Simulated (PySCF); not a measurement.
BiF2 (SMILES [F][Bi+][F]), charge +1, singlet, at a GFN2-xTB geometry (such geometries of metal compounds can be far from the true shape) (core potentials on Bi); B3LYP/def2-SVP (PySCF).

Input for PySCF:
```python
from pyscf import gto, scf, dft

mol = gto.Mole()
mol.atom = '''
    Bi    0.21401065    0.09550529    0.08737795
    F    -1.10376564    0.60339354   -1.25736162
    F    -0.86988811   -1.48416454    0.45154277
'''
mol.basis = 'def2-svp'
mol.ecp = {'Bi': 'def2-svp'}
mol.charge = 1
mol.verbose = 4
mol.build()

mf = dft.RKS(mol)
mf.xc = 'b3lyp'
mf.kernel()
```

What does PySCF print? Leave out banner, timings and long lists.


```
PySCF version 2.14.0

[INPUT] verbose = 4
[INPUT] num. atoms = 3
[INPUT] num. electrons = 40
[INPUT] charge = 1
[INPUT] spin (= nelec alpha-beta = 2S) = 0
[INPUT] symmetry False subgroup None
[INPUT] Mole.unit = angstrom
[INPUT] Symbol           X                Y                Z      unit          X                Y                Z       unit  Magmom
[INPUT]  1 Bi     0.214010650000   0.095505290000   0.087377950000 AA    0.404421516240   0.180478841547   0.165120394826 Bohr   0.0
[INPUT]  2 F     -1.103765640000   0.603393540000  -1.257361620000 AA   -2.085814765305   1.140248535932  -2.376069101339 Bohr   0.0
[INPUT]  3 F     -0.869888110000  -1.484164540000   0.451542770000 AA   -1.643850286916  -2.804664504391   0.853292168827 Bohr   0.0

nuclear repulsion = 128.172577551686
number of shells = 22
number of NR pGTOs = 109
number of NR cGTOs = 54
basis = def2-svp
ecp = {'Bi': 'def2-svp'}

******** <class 'pyscf.dft.rks.RKS'> ********
method = RKS
initial guess = minao
damping factor = 0
level_shift factor = 0
DIIS = <class 'pyscf.scf.diis.CDIIS'>
diis_start_cycle = 1
diis_space = 8
diis_damp = 0
SCF conv_tol = 1e-09
SCF conv_tol_grad = None
SCF max_cycles = 50
direct_scf = True
direct_scf_tol = 1e-13
XC library pyscf.dft.libxc version 7.1.2
    S. Lehtola, C. Steigemann, M. J. T. Oliveira, and M. A. L. Marques,  SoftwareX 7, 1–5 (2018)
XC functionals = b3lyp
    P. J. Stephens, F. J. Devlin, C. F. Chabalowski, and M. J. Frisch,  J. Phys. Chem. 98, 11623 (1994)
radial grids:
    Treutler-Ahlrichs [JCP 102, 346 (1995); DOI:10.1063/1.469408] (M4) radial grids

becke partition: Becke, JCP 88, 2547 (1988); DOI:10.1063/1.454033
pruning grids: <function nwchem_prune>
grids dens level: 3
symmetrized grids: False
atomic radii adjust function: <function treutler_atomic_radii_adjust>
small_rho_cutoff = 0
Set gradient conv threshold to 3.16228e-05
Initial guess from minao.
tot grids = 51968
init E= -387.735333595774
  HOMO = -0.909651795620145  LUMO = -0.783827475848348  gap/eV = 3.42385
cycle= 1 E= -413.534330298097  delta_E= -25.8  |g|= 1.44  |ddm|= 12.9
  HOMO = -0.561483478115939  LUMO = -0.300656469986809  gap/eV = 7.09746
cycle= 2 E= -413.750948235164  delta_E= -0.217  |g|= 0.974  |ddm|= 4.06
  HOMO = -0.547165054714855  LUMO = -0.396042239294331  gap/eV = 4.11226
cycle= 3 E= -413.84875004181  delta_E= -0.0978  |g|= 0.693  |ddm|= 1.58
  HOMO = -0.62145756546441  LUMO = -0.403692205583329  gap/eV = 5.92570
cycle= 4 E= -413.935522829102  delta_E= -0.0868  |g|= 0.073  |ddm|= 0.507
  HOMO = -0.611716899999615  LUMO = -0.403776993887757  gap/eV = 5.65833
cycle= 5 E= -413.936676029521  delta_E= -0.00115  |g|= 0.0136  |ddm|= 0.0816
  HOMO = -0.613608506698535  LUMO = -0.403388154695151  gap/eV = 5.72039
cycle= 6 E= -413.936722596509  delta_E= -4.66e-05  |g|= 0.00121  |ddm|= 0.0142
  HOMO = -0.613771924980969  LUMO = -0.403347654581509  gap/eV = 5.72594
cycle= 7 E= -413.936722887446  delta_E= -2.91e-07  |g|= 0.000197  |ddm|= 0.0011
  HOMO = -0.613764514688932  LUMO = -0.403356443103586  gap/eV = 5.72550
cycle= 8 E= -413.936722891106  delta_E= -3.66e-09  |g|= 0.000153  |ddm|= 0.000207
  HOMO = -0.613760315103255  LUMO = -0.403360776221035  gap/eV = 5.72526
cycle= 9 E= -413.936722895544  delta_E= -4.44e-09  |g|= 1.12e-05  |ddm|= 0.000111
  HOMO = -0.613759432873556  LUMO = -0.403361095258294  gap/eV = 5.72523
cycle= 10 E= -413.936722895569  delta_E= -2.43e-11  |g|= 1.41e-06  |ddm|= 8.2e-06
  HOMO = -0.613758802544484  LUMO = -0.403361074765254  gap/eV = 5.72521
Extra cycle  E= -413.936722895568  delta_E= 6.82e-13  |g|= 3.12e-06  |ddm|= 3.54e-06
converged SCF energy = -413.936722895568
```
